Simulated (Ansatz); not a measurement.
Job for Ansatz (an electronic-structure program): R-CCSD(T)/def2-SVPD on stibine (SMILES [SbH3]) with ghost functions. Elements past Kr take the def2 small-core potentials; no spin–orbit coupling. The run froze 9 orbitals, filled d shells among them.

Ansatz 0.2 input:
```yaml
crystal:
  periodic: [false, false, false]
  atoms:
    - {symbol: Sb, position_ang: [0.34508430, -0.32204885, -0.42015014]}
    - {symbol: H, position_ang: [1.60686462, -0.27148723, 0.73822168]}
    - {symbol: H, position_ang: [-0.44804208, -1.56964885, 0.44635451]}
    - {symbol: H, position_ang: [-0.53277616, 0.87792945, 0.43116920]}
basis:
  gaussian:
    orbitals: def2-SVPD
    ghost_atoms:
      - {symbol: Sb, position_ang: [-0.45971215, -0.07318384, 3.87546945]}
      - {symbol: H, position_ang: [-0.05335610, 1.53165500, 3.43598522]}
      - {symbol: H, position_ang: [-1.09835438, 0.45712665, 5.37876195]}
      - {symbol: H, position_ang: [-1.99497948, 0.06113142, 3.12857475]}
magnetization: {spin_polarized: false}
correlation: {method: ccsd_t, electrons: outside_noble_gas}
scf: {lower_state_search: off}
```

Output:

```
WARN ansatz: RAYON_NUM_THREADS=1 ignored (pool sized by the plan → 1); use --threads N
Functional definition: HF
these checks for a lower state are left out or cut short: stability, starts, cluster_reference, orbital_swaps, neighbouring_geometries, increment
integrals: 0.17 GiB planned
1059 factors; integrals over basis functions are off by at most 8.8e-4 eV
mean field: 0.21 GiB planned
mean field evaluation 1: about -6556.7343 eV, gradient 7.5e0 eV
mean field evaluation 2: about -6556.7375 eV, gradient 7.5e0 eV
mean field evaluation 4: about -6557.1079 eV, gradient 4.9e-1 eV
mean field evaluation 8: about -6557.1099 eV, gradient 3.4e-4 eV
mean field -6557.10993391 eV, -240.9693455026 hartree, gradient 1.4e-6 eV, S^2 0.000000; 0 other end points of the search recorded, 0 dependent functions left out
9 core orbitals not correlated
reference -6557.10993391 eV, -240.9693455026 hartree; 4, 4 occupied and 99, 99 virtual orbitals, 1059 factors
second order -3.15706626 eV of doubles, -0.00000000 eV of singles
coupled cluster: 0.46 GiB planned
cycle   1  -3.71121017 eV  change   -5.5e-1 eV  update   6.2e-2
cycle   2  -3.92846830 eV  change   -2.2e-1 eV  update   2.3e-2
cycle   3  -3.93897921 eV  change   -1.1e-2 eV  update   6.4e-3
cycle   4  -3.93833009 eV  change    6.5e-4 eV  update   2.3e-3
cycle   5  -3.93808808 eV  change    2.4e-4 eV  update   6.5e-4
cycle   6  -3.93801167 eV  change    7.6e-5 eV  update   1.9e-4
cycle   7  -3.93801327 eV  change   -1.6e-6 eV  update   7.4e-5
cycle   8  -3.93802880 eV  change   -1.6e-5 eV  update   2.5e-5
cycle   9  -3.93802742 eV  change    1.4e-6 eV  update   8.1e-6
perturbative correction -0.09887634 eV, -0.0036336385 hartree
Total energy: -6561.14683767 eV, -241.1176989794 hartree
Checks for a lower state left out: stability, starts, cluster_reference, orbital_swaps, neighbouring_geometries, increment
```

The run converged.

Cost: about 5 core-seconds (a rough figure).
